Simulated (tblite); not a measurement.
Write Cartesian coordinates for InChI=1S/C7H13OPSi/c1-3-4-9(6-10)5-7(2)8/h1H,4-6H2,2,10H3 as optimised with GFN2-xTB.

```xyz
23
C7H13OPSi angstrom
C      0.9717    3.5585    0.1152
C      0.2592    2.6852   -0.2907
C     -0.5901    1.6142   -0.7462
P     -1.0966    0.4940    0.6784
C     -1.8696   -0.8402   -0.3333
Si    -2.1738   -2.4371    0.6643
C      0.5733   -0.2776    1.0819
C      1.3238   -0.7424   -0.1261
C      2.5350    0.0822   -0.4811
O      0.9809   -1.7033   -0.7760
H      1.5883    4.3366    0.4533
H     -1.5153    2.0342   -1.1558
H     -0.0938    1.0292   -1.5276
H     -1.2558   -1.0567   -1.2089
H     -2.8230   -0.4353   -0.6817
H     -3.2706   -3.1624    0.0183
H     -0.9722   -3.2654    0.6943
H     -2.5623   -2.0681    2.0305
H      1.1355    0.4668    1.6483
H      0.3322   -1.1251    1.7275
H      2.2925    1.1432   -0.4783
H      2.9245   -0.2147   -1.4519
H      3.3016   -0.0884    0.2737
```

Orientation and origin are arbitrary. Atoms count from 1 in this order. The 3 C–P bonds span 1.844 Å (P4–C5, drawn single) to 1.883 Å (P4–C7, drawn single), a spread of 0.039 Å. The 4 C–C bonds span 1.198 Å (C1≡C2, drawn triple) to 1.508 Å (C8–C9, drawn single), a spread of 0.310 Å. P4 (phosphine phosphorus) is pyramidal (angles 101.1°, 99.6° and 97.4°, sum 298.1°, 0.89 Å off the plane of its three neighbours). Of the pairs four or more bonds apart, O10···H14 is among the closest relative to their van der Waals radii: 2.37 Å, 87 % of the sum of Bondi's values.

Bonds between heavy atoms (Å): C1≡C2 1.198, C2–C3 1.441, C3–P4 1.882, P4–C5 1.844, C5–Si6 1.907, P4–C7 1.883, C7–C8 1.496, C8–C9 1.508, C8=O10 1.210.

Structure optimised with GFN2-xTB, isolated species.

Point group: C1 (no symmetry element, even within 0.4 Å). Its GFN2-xTB frequencies are all real (lowest 50 cm⁻¹). The numbers are those of one conformer (C2–C3–P4–C5 -171°, C3–P4–C5–Si6 166°, C3–P4–C7–C8 -46°, P4–C7–C8–C9 109°).

All values are computed, not measured.
